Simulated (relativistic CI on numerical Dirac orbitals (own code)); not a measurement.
# What each ingredient does to the levels of Cu

Base calculation: Dirac-Coulomb-Breit CI, orbitals from a KLI potential per configuration, model QED, valence Slater integrals scaled by 0.85, P86 correlation energy added to each configuration.

CI space (outside the closed core [Ar]): 3d10 4s, 3d9 4s2, 3d10 4p, 3d9 4s 4p, 3d10 5s, 3d10 4d, 3d10 5p, 3d10 6s, 3d10 4f, 3d10 6p, 3d10 5d, 3d10 7s, 3d10 5g, 3d10 5f, 3d10 7p, 3d10 6d. Levels of other configurations are missing.

The lowest level and the first level of each name with at least 55 % of one term (blank where a level has no safe partner in the second run):

```
            Level  Base (cm⁻¹)  Shift (cm⁻¹)
   3d10 4s 2S_1/2          0.0           0.0
   3d9 4s2 2D_5/2       1489.7         -11.7
   3d9 4s2 2D_3/2       3472.1         +14.6
3d9 4s 4p 4P°_5/2      21847.0       -1341.9
3d9 4s 4p 4P°_3/2      22854.6       -1277.0
3d9 4s 4p 4F°_9/2      23177.2       -1097.1
3d9 4s 4p 4F°_7/2      23500.8       -1088.2
3d9 4s 4p 4P°_1/2      23637.8       -1249.1
3d9 4s 4p 4F°_5/2      23957.4       -1080.7
  3d10 4p 2P°_1/2      24522.9        -514.3
3d9 4s 4p 4F°_3/2      24590.5       -1110.5
  3d10 4p 2P°_3/2      24680.9        -480.2
3d9 4s 4p 4D°_7/2      25375.1        -720.6
3d9 4s 4p 4D°_5/2      25904.6        -685.8
3d9 4s 4p 4D°_3/2      26493.4        -702.2
3d9 4s 4p 4D°_1/2      26888.5        -707.5
3d9 4s 4p 2F°_5/2      26997.3        -612.7
3d9 4s 4p 2F°_7/2      27769.7        -549.6
3d9 4s 4p 2D°_3/2      28401.0        -339.5
3d9 4s 4p 2D°_5/2      28999.1        -317.4
3d9 4s 4p 2P°_1/2      29238.3         -40.8
3d9 4s 4p 2P°_3/2      29540.8         -80.0
```

Correlation outside the listed configurations is missing or only estimated: errors of thousands of cm⁻¹ between configurations and terms are usual at this charge. Rates and lifetimes follow the computed energies and can be off by large factors. The fine structure of a lone outer electron comes out too small, for d and f at times inverted, and misplaced configurations move strength between like terms. 19 of the 21 excited levels that our extract of the measured tables holds in this range could be paired (the sources list more); they are missed by 14014 cm⁻¹ on average and 18502 at most, and levels without a partner can miss by more.

(1) One thing was changed in a second run, which moved the levels as shown. Which?
A. non-relativistic limit
B. no correlation estimate
C. configuration mixing switched off
D. QED terms removed
E. Breit term removed
F. Slater integrals left unscaled

Answers

(1) F. Slater integrals left unscaled. Scaling acts on the splittings between terms and on the mixing, and leaves the fine structure of pure LS terms nearly alone; in jj coupling it moves the levels of one term differently.

LS names give the leading component of a level, which can be under half, so a name can repeat, a term be missing and a line seem to break the LS rules.
